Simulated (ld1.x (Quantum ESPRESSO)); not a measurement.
## Yb TM semilocal: all-electron and pseudo phase curves

ytterbium (Yb), norm-conserving Troullier–Martins (semilocal form), made with ld1.x (Quantum ESPRESSO) 7.5 (PW91, scalar-relativistic). Core [Kr] 4d10, reference 4f13 5s2 5p6 5d1 6s2 6p0. Waves: 5s (bound): rc 2.05 bohr; 5d (bound): rc 3.25 bohr; 4f (bound): rc 1.15 bohr; 5p (bound): rc 1.30 bohr. Local part: the p channel. Core correction: a·sin(br)/r model core inside 1.20 bohr.

Occupied shells without a wave of their own: 6s. They enter only through the test configuration that unscreens the potential, and ld1.x also counts them in the model core charge.

The phase is arctan(r·u′/u) with u = r·R(r), unwrapped; energies in Ry, scanned from -6 to 5 Ry. A pole is an energy at which the radial function vanishes at the test radius. The pseudo phase is shifted by a multiple of π to meet the all-electron one at the reference energy, and phase errors are pseudo minus all-electron; the curves can meet again beyond the range given. Levels narrower than the energy grid can be missing from the lists of poles.

Task: For each channel, where are the poles, and over which energies does the pseudopotential scatter like the atom?

Result:

| channel | radius (bohr) | reference energy (Ry) | poles, all-electron | poles, pseudo | unbroken range about the reference energy with phases within 0.05 rad | phase error 1 Ry above the reference energy (rad) |
| --- | --- | --- | --- | --- | --- | --- |
| s | 3.56 | -4.37 | 0.65 | -4.32, 0.11, 3.64 | not even at the reference energy | -3.142 |
| p | 3.56 | -2.28 | -2.27, 1.59 | -2.24, 1.59 | not even at the reference energy | -3.140 |
| d | 3.56 | -0.14 | 0.17, 3.37 | 0.19, 3.60 | not even at the reference energy | +0.040 |
| f | 3.56 | -0.71 | 2.32 | -0.67, 2.38 | not even at the reference energy | -3.137 |

Note: ghost states, extra bound levels that the all-electron valence spectrum of the same l lacks: s at -59.0 eV, f at -9.3 eV; the semilocal form is local in each channel, so this says nothing of the separable form that plane-wave codes build from it. A true bound ghost makes a file unfit for plane-wave use. The potential misses its own reference levels by up to 1.6 eV, so it is not fit for use. ld1.x takes every shell without a wave as core, so the model core holds the 6s electrons as well and exchange and correlation see them twice. This cancels in the reference configuration, but the file is broken for other ones, and its errors say nothing about a proper core correction.

Phases in the d channel:

```
E (Ry)  all-electron  pseudo
 -6.00         1.456   1.456
 -5.74         1.453   1.453
 -5.48         1.450   1.450
 -5.22         1.447   1.447
 -4.96         1.444   1.444
 -4.70         1.440   1.440
 -4.44         1.436   1.437
 -4.18         1.432   1.432
 -3.92         1.427   1.428
 -3.66         1.422   1.423
 -3.40         1.417   1.417
 -3.14         1.410   1.411
 -2.88         1.403   1.403
 -2.62         1.394   1.395
 -2.36         1.384   1.385
 -2.10         1.372   1.373
 -1.84         1.357   1.358
 -1.58         1.338   1.340
 -1.32         1.313   1.315
 -1.06         1.275   1.278
 -0.80         1.212   1.218
 -0.54         1.071   1.085
 -0.28         0.404   0.496
 -0.02        -1.314  -1.269
  0.24        -1.624  -1.606
  0.50        -1.754  -1.735
  0.76        -1.872  -1.841
  1.02        -2.047  -1.981
  1.28        -2.442  -2.251
  1.54        -3.411  -2.944
  1.80        -4.138  -3.889
  2.06        -4.402  -4.294
  2.32        -4.524  -4.463
  2.58        -4.596  -4.554
  2.84        -4.644  -4.612
  3.10        -4.681  -4.653
  3.36        -4.711  -4.686
  3.62        -4.739  -4.714
  3.88        -4.765  -4.740
  4.14        -4.793  -4.765
  4.40        -4.824  -4.792
  4.66        -4.864  -4.824
  4.92        -4.921  -4.864
```
